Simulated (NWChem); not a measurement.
Species: AlH₃; SMILES [AlH3]

Results from NWChem. Pople sets run with spherical d functions. Structure relaxed at the PBE0/def2-SVP level. Static field.

Taking PBE/aug-cc-pVTZ as the yardstick, which of these has the fewest basis functions while keeping “isotropic polarisability (bohr³)” within 5 % of it: PBE/def2-SVP; PBE/6-31+G*; PBE/6-31G*; PBE/def2-SVPD; PBE/def2-TZVPD; PBE/def2-TZVP; PBE/aug-cc-pVDZ?

PBE/def2-SVPD (a larger set in the list lies outside the tolerance).
```csv
level,basis functions,isotropic polarisability (bohr³),relative time (rough)
PBE/6-31G*,24,24.2,1
PBE/6-31+G*,28,26.0,1
PBE/def2-SVP,33,27.4,1
PBE/def2-SVPD,48,33.9,2
PBE/aug-cc-pVDZ,54,34.5,5
PBE/def2-TZVP,55,31.0,3
PBE/def2-TZVPD,70,34.3,4
PBE/aug-cc-pVTZ,119,34.5,20
```

The yardstick is one finite set, not the basis-set limit.
